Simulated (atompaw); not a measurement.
Reading a pseudo-wave (magnesium)

Columns: radius, all-electron u(r) and pseudo u(r) of the 3p shell (level -1.37 eV) of magnesium in the configuration [Ne] 3s2 3p0; LDA (PW92), scalar-relativistic, PAW (atompaw) scheme, atompaw 4.2.0.5.

```json
{"r (bohr)": "0.110", "all-electron": "-0.0553", "pseudo": "0.0019"}
{"r (bohr)": "0.219", "all-electron": "-0.1230", "pseudo": "0.0075"}
{"r (bohr)": "0.329", "all-electron": "-0.1590", "pseudo": "0.0168"}
{"r (bohr)": "0.438", "all-electron": "-0.1636", "pseudo": "0.0294"}
{"r (bohr)": "0.548", "all-electron": "-0.1459", "pseudo": "0.0452"}
{"r (bohr)": "0.658", "all-electron": "-0.1144", "pseudo": "0.0638"}
{"r (bohr)": "0.767", "all-electron": "-0.0753", "pseudo": "0.0845"}
{"r (bohr)": "0.877", "all-electron": "-0.0321", "pseudo": "0.1073"}
{"r (bohr)": "0.987", "all-electron": "0.0125", "pseudo": "0.1315"}
{"r (bohr)": "1.096", "all-electron": "0.0563", "pseudo": "0.1565"}
{"r (bohr)": "1.206", "all-electron": "0.0992", "pseudo": "0.1822"}
{"r (bohr)": "1.315", "all-electron": "0.1397", "pseudo": "0.2077"}
{"r (bohr)": "1.425", "all-electron": "0.1782", "pseudo": "0.2333"}
{"r (bohr)": "1.535", "all-electron": "0.2143", "pseudo": "0.2582"}
{"r (bohr)": "1.644", "all-electron": "0.2474", "pseudo": "0.2820"}
{"r (bohr)": "1.754", "all-electron": "0.2782", "pseudo": "0.3049"}
{"r (bohr)": "1.863", "all-electron": "0.3063", "pseudo": "0.3264"}
{"r (bohr)": "1.973", "all-electron": "0.3320", "pseudo": "0.3467"}
{"r (bohr)": "2.083", "all-electron": "0.3554", "pseudo": "0.3657"}
{"r (bohr)": "2.192", "all-electron": "0.3762", "pseudo": "0.3830"}
{"r (bohr)": "2.302", "all-electron": "0.3949", "pseudo": "0.3991"}
{"r (bohr)": "2.412", "all-electron": "0.4114", "pseudo": "0.4137"}
{"r (bohr)": "2.521", "all-electron": "0.4258", "pseudo": "0.4268"}
{"r (bohr)": "2.631", "all-electron": "0.4382", "pseudo": "0.4386"}
{"r (bohr)": "2.740", "all-electron": "0.4488", "pseudo": "0.4488"}
{"r (bohr)": "2.850", "all-electron": "0.4576", "pseudo": "0.4576"}
```

(1) How many radial nodes do the two functions have?

(2) Is the pseudo-wave norm-conserving?

Results:

(1) The all-electron 3p function has n − l − 1 = 1; the pseudo-wave has 0, since the states of the same l below it are removed with the core.

(2) No, it belongs to a PAW set: the norm inside the radius is not constrained, and the difference is carried by the augmentation charge.
